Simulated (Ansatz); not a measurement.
Reaction (ligand exchange at the Nb–N bond): `[NH]=[Nb]([NH2])([NH2])[OH]` + H–F → `[NH]=[Nb]([NH2])([OH])[F]` + NH₃

Isolated molecules relaxed with PBE0-D4/def2-TZVP in Ansatz; ΔE leaves out vibrations. CCSD(T)/CBS is the MP2 limit (def2-TZVPP, def2-QZVPP) plus CCSD(T) − MP2 in def2-TZVPP, frozen cores. This one scheme is used for every species. Functionals use def2-TZVPP. Elements past krypton have def2 core potentials. For Nb outer-core shells are correlated without core-valence functions, which leaves a few kJ/mol of doubt a bond. One conformer a species, not always the lowest.

| species | PBE-D4 energy (Eh) |
| --- | --- |
| `[NH]=[Nb]([NH2])([NH2])[OH]` | -300.10779 |
| H–F | -100.39347 |
| `[NH]=[Nb]([NH2])([OH])[F]` | -344.02875 |
| NH₃ | -56.51101 |

(1) Work out ΔE.

Largest T1 diagnostic among the species: 0.020, so the coupled-cluster value is less sure than usual.

## Answers

(1) ΔE = (-344.02875) + (-56.51101) − (-300.10779) − (-100.39347) = -0.03850 Eh = -24.2 kcal/mol. CCSD(T)/CBS gives -21.5 kcal/mol.

In def2-TZVPP, CCSD(T) changes the Hartree–Fock value by +4.0 kcal/mol (the triples alone add +0.5 kcal/mol) and MP2 by +5.1 kcal/mol. Leaving LDA and LC-ωPBE aside and taking each functional with its dispersion term where it has one, the values, not all of them listed here, spread over 4.0 kcal/mol, from B97M-V to PBE-QIDH. LDA lies +2.3 kcal/mol from PBE without D4. At CCSD(T), def2-SVP lies −3.0 kcal/mol from the extrapolated value and def2-TZVPP −0.6 kcal/mol.
